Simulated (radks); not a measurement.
Q: All-electron atom: the hafnium ion Hf48+ in [Ar] 3d6. Method: scalar-relativistic Kohn-Sham, PBE, spin-polarised, spherical densities, finite nucleus; open shells are filled with parallel spins first (spin-orbit coupling, left out, can overturn this in heavy ions); Fermi nuclear charge, rms radius 5.347 fm; computed with a radial shooting solver on a logarithmic mesh with Libxc functionals. Some entries of the table are withheld. Estimate them.

| orbital | occ. | eigenvalue (Ry) | <r^2> (bohr^2) |
|---|---|---|---|
| 1s up | 1 | -5004.730 | 0.0004950 |
| 1s down | 1 | -5004.715 | 0.0004950 |
| 2s up | 1 | -1024.181 | 0.007574 |
| 2s down | 1 | -1022.841 | 0.007561 |
| 2p up | 3 | -925.0314 | 0.006214 |
| 2p down | 3 | -923.9746 | 0.006200 |
| 3s up | 1 | -371.7523 | 0.04579 |
| 3s down | 1 | -370.2643 | 0.04594 |
| 3p up | 3 | -342.0391 | 0.04539 |
| 3p down | 3 | -340.5269 | 0.04558 |
| 3d up | 5 | -310.4050 | (1) |
| 3d down | 1 | -308.4978 | (2) |
| 4s up | 0 | -188.0435 | 0.1691 |
| 4s down | 0 | -187.5234 | 0.1698 |
| 4p up | 0 | (3) | 0.1754 |
| 4p down | 0 | (4) | 0.1761 |
| 4d up | 0 | -163.6862 | (5) |
| 4d down | 0 | -163.1043 | (6) |

A: 
(1) 3d up <r^2> (bohr^2): 0.03628
(2) 3d down <r^2> (bohr^2): 0.03650
(3) 4p up eigenvalue (Ry): -176.3518
(4) 4p down eigenvalue (Ry): -175.8324
(5) 4d up <r^2> (bohr^2): 0.1674
(6) 4d down <r^2> (bohr^2): 0.1684
